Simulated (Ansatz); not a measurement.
System: GaH₂, net charge 0, doublet state. SMILES: [GaH2]
Structure (B3LYP-D3(BJ)/def2-TZVP (Ansatz, a program for electronic structure) minimum search):
```xyz
3

Ga     0.0391     0.0090     0.0274
H     -0.3410    -1.4985    -0.3550
H     -0.8706     1.2189    -0.4942
```
Charge 0, spin multiplicity 2.

Wanted: vertical ionisation energy (to the singlet state of charge +1; each state is the SCF solution reached for its spin), in eV. Valence correlation only, unless marked. UHF or UKS for open shells. Spin-orbit coupling is left out. Frozen are the shells of the preceding noble gas and the d and f shells that filled before the atom's block. No relativistic terms. Basis-set limits of correlation are two-point, X^-3; Hartree-Fock from the larger set.

```tsv
level	program	vertical ionisation energy (eV)
BHLYP/def2-TZVPD	Ansatz	8.01
CCSD/aug-cc-pVDZ	Ansatz	?
CCSD(T)/CBS(aug-cc-pVTZ,aug-cc-pVQZ)	Ansatz	?
```

Question: What belongs in the gaps?

Answer: 
- CCSD/aug-cc-pVDZ, vertical ionisation energy (eV): 7.76
- CCSD(T)/CBS(aug-cc-pVTZ,aug-cc-pVQZ), vertical ionisation energy (eV): 7.83
